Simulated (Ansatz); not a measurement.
Saddle point of BH₄O₂F₃, closed shell (BF₃ ([F][B]([F])[F]) + H₂O + H₂O → BHOF₂ ([OH][B]([F])[F]) + H₂O + HF; bonds formed: F2–H7, H5–O8; dative contacts that become bonds: B1–O6; bonds broken: B1–F2, H5–O6, H7–O8), PBE0-D4/def2-TZVP structure:

```xyz
10
angstrom
B -1.0096 -0.2783 -0.4906
F 0.2868 0.2248 -1.3229
F -0.8769 -1.6238 -0.5301
F -2.0560 0.2618 -1.1463
H 0.8010 0.2604 1.0056
O -0.7880 0.2450 0.8359
H 1.1223 0.2239 -0.5499
O 1.6901 0.2391 0.5159
H -1.2916 1.0489 0.9797
H 2.1219 -0.6019 0.7028
```

Energies are electronic, without zero-point energy. Barriers and step energies count from the start structure reached by relaxing down the imaginary mode; all methods use the PBE0-D4 structures, on which another method's saddle can fall below an end. Computed with Ansatz 0.2.0 (basis: def2-TZVPP, with def2-QZVPP for the basis limit); correlated methods freeze the cores. B3LYP uses VWN-RPA correlation. Extrapolation: Hartree–Fock as exp(−7.88 √X), correlation as X^−2.97.

```tsv
method	barrier (kJ/mol)	step energy (kJ/mol)
SPW92	23.2	55.3
PBE-D4	44.7	34.3
BLYP-D4	51.1	25.2
r2SCAN-D4	49.9	41.2
B97M-V	64.5	37.7
PBE0-D4	53.7	40.4
B3LYP-D4	57.3	32.1
r2SCAN0-D4	?	44.7
BHLYP-D4	67.7	38.7
CAM-B3LYP-D4	?	39.3
wB97X-V	58.5	40.5
wB97M-V	?	39.6
B2PLYP	59.6	35.6
PBE-QIDH	59.0	44.4
RPA on PBE	59.5	39.9
HF	93.7	31.8
MP2	58.1	39.2
CCSD	67.1	39.9
CCSD(T)	61.4	40.4
```

(1) Fill in the withheld barriers. (An estimate is asked for; the value comes from the calculation.)

The T1 diagnostic stays at or below 0.012.

## Answers

(1) Computed: wB97M-V 58.2; CAM-B3LYP-D4 55.7; r2SCAN0-D4 56.4 kJ/mol. Each is the energy of the saddle less that of the start structure, by the same method.

For comparison, the barrier by CCSD(T) at an estimated basis limit (MP2 extrapolated from triple and quadruple zeta, plus CCSD(T) − MP2 in triple zeta) is 63.1 kJ/mol.

The step is the kind of ligand exchange by which a precursor binds to a hydroxyl group, or is hydrolysed, in atomic layer deposition of oxides.

Labels in which every atom is bracketed show which atoms are joined, not bond orders.

For scale, one of the runs: CCSD(T)/def2-TZVPP, 242 basis functions, launched by `ansatz run in.yaml --threads 8 --pin off --events-out ev --progress --plain --max-ram 19148MiB`. Hardware: 8 CPU threads of an Arm Neoverse V2, shared host. Wall time 120 s; peak host memory 5.7 GiB.
